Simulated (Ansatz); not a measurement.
Sn(CCH)H3 (C₂H₄Sn), relaxed as a singlet with RKS PBE0-D4/def2-TZVP in Ansatz, starting from the GFN2-xTB geometry. Force threshold 0.02 eV/Å.

In the def2 sets Sn takes a core potential; there is no spin–orbit coupling.

Start:

```xyz
7

Sn   -0.611   -0.784    0.580
C     0.484    0.614   -0.463
C     1.124    1.434   -1.065
H     1.681    2.155   -1.592
H    -1.264   -0.051    1.907
H     0.394   -2.012    1.034
H    -1.809   -1.356   -0.402
```

```csv
step,energy (eV),largest force component (eV/Å),SCF passes
1,-7966.1296,0.778,16
2,-7966.1898,0.259,21
3,-7966.1979,0.037,22
4,-7966.1980,0.023,22
5,-7966.1980,0.017,23
```

Force components are those of the run's own axes.

End:

| atom | x (Å) | y (Å) | z (Å) |
| --- | --- | --- | --- |
| Sn1 | -0.619 | -0.791 | 0.587 |
| C2 | 0.488 | 0.624 | -0.464 |
| C3 | 1.131 | 1.444 | -1.072 |
| H4 | 1.698 | 2.169 | -1.610 |
| H5 | -1.285 | -0.029 | 1.954 |
| H6 | 0.432 | -2.047 | 1.046 |
| H7 | -1.844 | -1.370 | -0.441 |

By distances, no bond broke or formed. The bond that changes most is Sn1–H5, from 1.65 to 1.70 Å (atoms count from 1).

No frequencies were taken in this run, so the end may be a saddle point.

It took 4.1 s on 4 threads of Arm Neoverse V2 on a shared host.
